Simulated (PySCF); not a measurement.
N-ethyl-methylboronamidic acid (C3H10BNO), SMILES CCNB(C)O. Geometry optimised at B3LYP-D3(BJ)/def2-SVP. Other conformers were not sampled.

Task: Give the equilibrium geometry at B3LYP-D3(BJ)/def2-SVP (PySCF confirms it by a frequency run) as bond lengths and angles. (An estimate is asked for; the answer gives what the named calculation found.)

Result: Several could match; the one computed here: 
Atoms: C1 C2 N3 B4 C5 O6 H7 H8 H9 H10 H11 H12 H13 H14 H15 H16. Bond lengths (Å): C1–C2 1.529, C1–H7 1.103, C1–H8 1.101, C1–H9 1.102, C2–N3 1.451, C2–H10 1.100, C2–H11 1.107, N3–B4 1.410, N3–H12 1.014, B4–C5 1.588, B4–O6 1.381, C5–H13 1.105, C5–H14 1.105, C5–H15 1.102, O6–H16 0.962. Angles (°): C2–C1–H7 111.2, C2–C1–H8 110.7, C2–C1–H9 111.1, H7–C1–H8 107.7, H7–C1–H9 107.6, H8–C1–H9 108.4, C1–C2–N3 113.1, C1–C2–H10 109.9, C1–C2–H11 109.3, N3–C2–H10 107.6, N3–C2–H11 110.1, H10–C2–H11 106.6, C2–N3–B4 126.6, C2–N3–H12 114.6, B4–N3–H12 118.7, N3–B4–C5 121.3, N3–B4–O6 117.2, C5–B4–O6 121.5, B4–C5–H13 111.0, B4–C5–H14 110.9, B4–C5–H15 113.5, H13–C5–H14 106.4, H13–C5–H15 107.3, H14–C5–H15 107.3, B4–O6–H16 112.6.
